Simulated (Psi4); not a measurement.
Dimer: H2O (SMILES O) (first 3 atoms) with ClH3Si (SMILES [SiH3]Cl); geometry from B3LYP-D3(BJ)/def2-TZVP, rigid monomers moved along the line of their centres of mass till O1···Si4 is 5.73 Å.
(charge 0, multiplicity 1):
```xyz
8

O      0.194    -0.243    -0.153
H      1.118    -0.325    -0.410
H      0.136     0.600     0.313
Si    -0.574    -0.882     5.490
Cl    -0.296     1.183     5.471
H     -0.803    -1.253     6.901
H      0.653    -1.525     4.991
H     -1.751    -1.209     4.672
```

All values below come from SAPT0/jun-cc-pV(D+d)Z (Psi4).

Task: Which attractive term is largest, and how does the interaction split up?

Result: electrostatics -0.34, exchange 0.00, induction -0.01, dispersion -0.04, total -0.39 kcal/mol; the largest attraction is electrostatics.
